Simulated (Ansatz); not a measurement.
Calculated with Ansatz (gas phase, PBE0-D4/def2-TZVP geometries, no zero-point term in ΔE). CBS: MP2 limit from def2 TZ/QZ plus the TZ coupled-cluster correction, frozen cores. This one scheme is used for every species. Functionals use def2-TZVPP. B3LYP here is the variant with VWN-RPA as its local correlation; programs differ in this. One conformer a species, not always the lowest.

`N[Si](N)([SiH3])[SiH3]` + `[SH][AlH][SH]` → `N[SiH]([SiH3])[SiH3]` + `[NH2][Al]([SH])[SH]`  (redistribution)

```tsv
level	ΔE (kcal/mol)
PBE0-D4	-7.5
B3LYP-D4	-7.7
ωB97X-V	-8.1
PBE	-7.3
B3LYP	-8.4
HF/def2-QZVPP	-8.9
MP2/def2-QZVPP	-8.6
SCS-MP2/def2-QZVPP	-8.6
```

(1) What does CCSD(T)/CBS give? (Best estimate.)

Largest T1 diagnostic among the species: 0.013.

## Answers

(1) The calculation gave: -8.2 kcal/mol. The listed levels differ from it by 0.7, 0.5, 0.1, 0.9, -0.2, -0.7, -0.4, -0.4 kcal/mol.
